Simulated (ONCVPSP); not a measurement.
hafnium: one change to an ONCV potential, before and after

| Property | Result |
| --- | --- |
| Element | hafnium |
| Generator | ONCVPSP 4.0.1 |
| Type | optimised norm-conserving Vanderbilt (ONCV) |
| Functional | PBEsol |
| Relativity | scalar-relativistic |
| Frozen core | [Kr] 4d10 4f14 5s2 |
| Valence charge | 10 |
| Reference configuration | 5p6 5d2 6s1 (charge +1) |
| Partial waves | 6s: rc 2.75 bohr, ncon 4, nbas 7, qcut 1.9 1/bohr, 2 projectors, debl 0.5 Ha; 5p: rc 1.80 bohr, ncon 3, nbas 6, qcut 9 1/bohr, 2 projectors, debl 3.8 Ha; 5d: rc 2.85 bohr, ncon 4, nbas 8, qcut 5.2 1/bohr, 2 projectors, debl 1.3 Ha; f scattering state at 0.13 Ha: rc 2.50 bohr, ncon 4, nbas 8, qcut 4.7 1/bohr, 2 projectors, debl 3.2 Ha |
| Local potential | polynomial inside 1.70 bohr (lpopt 2, dvloc0 0 Ha) |
| Core correction | Teter function, fcfact 4.75, rcfact 1.1 |

Change: core correction Teter function, fcfact 4.75, rcfact 1.38.

Cutoffs: the cutoffs (Ha) at which the residual kinetic energy of the hardest occupied pseudo-wave falls to 1 and 0.1 mHa per electron; they do not see the model core or the augmentation charge, which bear on the density cutoff. Errors are all-electron minus pseudo energies relative to the spin-unpolarised reference configuration.

Predict the effect on cutoff, ghosts and configuration errors.

The potential gets neither clearly harder nor softer (22 Ha and 27 Ha → 22 Ha and 27 Ha); of the 4 tests that both files solve, the error grows in 0 and shrinks in 4 by more than 15 % and 0.3 meV (median size 25.2 → 9.0 meV); neither file shows a bound ghost. That the errors move this way runs against the usual rule that smaller radii transfer better. A model core, the more so a compact one, raises the density cutoff, which this test does not measure.

| quantity | base | changed |
| --- | --- | --- |
| cutoff, loose | 22 Ha | 22 Ha |
| cutoff, tight | 27 Ha | 27 Ha |
| bound ghosts | none | none |
| GHOST(+) flags under 300 eV | s at 9.1 eV | s at 9.1 eV |
| error for 5p6 5d2 6s2, meV [ΔE -8.01 eV] | +1.9 | +1.1 |
| error for 5p6 5d2 6s0, meV [ΔE 14.16 eV] | +2.5 | -0.4 |
| error for 5p6 5d1 6s0, meV [ΔE 35.94 eV] | +48 | +19 |
| error for 5p6 5d0 6s0, meV [ΔE 68.76 eV] | +174 | +17 |
| s: phases at 2.79 bohr within 0.05 rad from the reference energy up to (Ha; the scan ends near 5) | 2.1 | 2.1 |
| p: phases at 1.82 bohr within 0.05 rad from the reference energy up to (Ha; the scan ends near 5) | to the end of the scan | to the end of the scan |
| d: phases at 2.89 bohr within 0.05 rad from the reference energy up to (Ha; the scan ends near 5) | 4.0 | 4.0 |
| f: phases at 2.53 bohr within 0.05 rad from the reference energy up to (Ha; the scan ends near 5) | to the end of the scan | to the end of the scan |
| rms error of d²Exc/dni dnj with the model core, mHa | 3.24 | 1.05 |
